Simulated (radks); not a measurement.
The numbers below are computed, except where a source is named.
Problem. These are the eigenvalues of the occupied orbitals of an atom or ion with whole-number occupations (hartree). Code: a radial shooting solver on a logarithmic mesh with Libxc functionals. Model: scalar-relativistic Kohn-Sham, PBEsol, spin-polarised, spherical densities, finite nucleus; Fermi nuclear charge, rms radius of each element as measured or else 0.836 A^(1/3) + 0.57 fm.

| orbital | eigenvalue |
|---|---|
| 1s | -30.43999 |
| 2s | -1.33034 |
| 2p | -0.48769 |

Which element is it, and in what charge state? The configuration may be excited. Open shells, if any, are filled with parallel spins first.

Solution. Z = 10, neon, charge 0: Ne in [Ne]. The list shows which subshells hold electrons but not how many an open one holds; the 1s level, -30.44 hartree, gives Z - s = 7.8 by -(Z - s)^2/2, which with screening and relativity narrows Z to a few neighbours, and the depths of the outer levels then fix element, charge and occupations together.
